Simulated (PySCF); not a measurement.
CH₃ClF₂Sn, SMILES [CH3][Sn]([F])([F])[Cl]. Atoms are numbered in the order given.

```xyz
8

C      1.7394    -1.4370     0.0000
Sn    -0.0205    -0.2221     0.0000
F     -1.1555    -0.6099     1.5175
F     -1.1555    -0.6099    -1.5175
Cl     0.3142     2.0943     0.0000
H      2.6175    -0.7790     0.0000
H      1.7152    -2.0593    -0.9040
H      1.7152    -2.0593     0.9040
```
Charge 0, spin multiplicity 1.

Geometry: B3LYP-D3(BJ)/def2-SVP. The structure was generated by enumeration; whether it is a known compound was not checked. The def2 effective core potentials stand for the cores of Sn; spin–orbit coupling is left out.

The numbers are results of ωB97X/def2-TZVP run with PySCF, not measurements.

ESP charges are fitted to the potential on shells at 1.4 to 2.0 van der Waals radii. Atomic charges (e):

| atom | Löwdin | ESP fit |
|---|---|---|
| C1 | -0.48 | -0.62 |
| Sn2 | 0.53 | 0.93 |
| F3 | -0.26 | -0.35 |
| F4 | -0.26 | -0.35 |
| Cl5 | 0.05 | -0.22 |
| H6 | 0.14 | 0.18 |
| H7 | 0.14 | 0.22 |
| H8 | 0.14 | 0.22 |
